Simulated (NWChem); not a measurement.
C₃H₆Cl cation

```xyz
10

C     -1.2726     1.0681    -0.0630
C      0.0019     0.3568     0.0396
C      1.2973     1.0341    -0.0252
Cl    -0.0229    -1.3000     0.2392
H     -1.5143     1.4038     0.9814
H     -1.1716     2.0029    -0.6517
H     -2.1143     0.4338    -0.3984
H      1.5451     1.1049    -1.1186
H      2.1210     0.4730     0.4542
H      1.2261     2.0846     0.3243
```
Atoms are numbered in this order, from 1.

Computed with NWChem. Pople sets run with spherical d functions. Structure relaxed at the PBE-D3(BJ)/def2-SVP level. B3LYP is NWChem's, with the RPA form of VWN correlation. Atomic charges in e: unrestrained fits to the electrostatic potential beside Mulliken populations; buried atoms are poorly determined by the fit.

For level B3LYP/def2-SVP:

Mulliken C1: 0.06
ESP C2: 0.35
Mulliken C2: -0.11
Mulliken C3: 0.06

**Question.** Estimate the same quantities for level Hartree-Fock/6-31G*.

**Answer.** 
| Item | Result |
|---|---|
| Mulliken C1 | -0.61 |
| ESP C2 | 0.49 |
| Mulliken C2 | 0.16 |
| Mulliken C3 | -0.61 |
